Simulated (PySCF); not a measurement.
[Zn(NH2)2], neutral singlet in the gas phase. 

Cartesian coordinates (Å):
```xyz
7

Zn     0.0091    -0.0194     0.0425
N      0.8542     1.5581     0.4231
H      1.4842     1.5175     1.2350
H      0.2144     2.3430     0.6058
N     -0.8901    -1.4823    -0.5892
H     -1.1883    -2.1446     0.1388
H     -0.3579    -2.0390    -1.2714
```
Charge 0, spin multiplicity 1.

All levels are single points at this geometry (PBE-D3(BJ)/def2-SVP); Pople sets use spherical d functions. Orbital energies aren't observables, and empty levels follow the basis.

```csv
level,HOMO (eV),LUMO (eV),gap (eV),dipole (D),"vertical IE, Delta-SCF (eV)"
B3LYP-D3(BJ)/def2-TZVP in PySCF,-6.63,-0.76,5.87,1.62,–
PBE-D3(BJ)/def2-TZVP in PySCF,-5.53,-1.22,4.31,1.50,–
TPSSh-D3(BJ)/def2-TZVP in PySCF,-6.09,-0.74,5.35,1.57,–
M06-2X/6-31G* (LANL2DZ on Zn) in PySCF,-7.70,0.52,8.22,2.01,–
PBE/6-31G* (LANL2DZ on Zn) in PySCF,-4.96,-0.95,4.01,1.76,–
HF/3-21G in PySCF,-9.64,1.95,11.60,2.50,–
```
